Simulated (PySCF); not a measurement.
C3H10Si2, SMILES [SiH3][C@H]1C[C@@H]1[SiH3].

The structure is a stationary point at ωB97X-D3(BJ)/def2-SVP. The structure was generated by enumeration; whether it is a known compound was not checked.

Computed with TDDFT-ωB97X/def2-SVPD in PySCF.

Vertical excitations.  State labels are in the subgroup C2.

Computed excitation energies, oscillator strengths and character:
| state | symmetry | energy (eV) | λ (nm) | f | main pairs |
|---|---|---|---|---|---|
| S1 | A | 8.22 | 151 | 0.017 | HOMO→LUMO 73 %, HOMO→LUMO+2 14 % |
| S2 | B | 8.34 | 149 | 0.001 | HOMO−1→LUMO 51 %, HOMO→LUMO+3 21 %, HOMO−1→LUMO+2 12 % |
| S3 | B | 8.47 | 146 | 0.106 | HOMO→LUMO+3 48 %, HOMO−1→LUMO 22 % |
| S4 | A | 8.64 | 144 | 0.002 | HOMO−1→LUMO+3 58 %, HOMO−2→LUMO 10 % |
| S5 | A | 8.77 | 141 | 0.034 | HOMO→LUMO+4 53 %, HOMO→LUMO+2 19 % |
| S6 | B | 8.89 | 140 | 0.027 | HOMO−1→LUMO+4 31 %, HOMO−1→LUMO+2 23 %, HOMO→LUMO+7 6 %, HOMO→LUMO+1 5 % |
| S7 | A | 8.92 | 139 | 0.001 | HOMO−2→LUMO 37 %, HOMO−2→LUMO+2 12 %, HOMO−3→LUMO+3 9 %, HOMO−1→LUMO+3 8 % |
| S8 | B | 8.96 | 138 | 0.009 | HOMO→LUMO+5 78 % |
| T1 | A | 7.95 | 156 | 0 | HOMO→LUMO 62 %, HOMO→LUMO+2 22 % |
| T2 | B | 8.06 | 154 | 0 | HOMO→LUMO+3 55 %, HOMO→LUMO+10 11 %, HOMO−1→LUMO 11 % |
| T3 | B | 8.13 | 153 | 0 | HOMO−1→LUMO 49 %, HOMO→LUMO+3 13 %, HOMO−1→LUMO+2 10 %, HOMO−2→LUMO+3 8 % |
| T4 | A | 8.28 | 150 | 0 | HOMO−1→LUMO+3 50 %, HOMO−2→LUMO 18 %, HOMO−2→LUMO+2 8 % |
Triplets are in the Tamm–Dancoff approximation, which puts them higher than full response would, so one can lie above its singlet here.
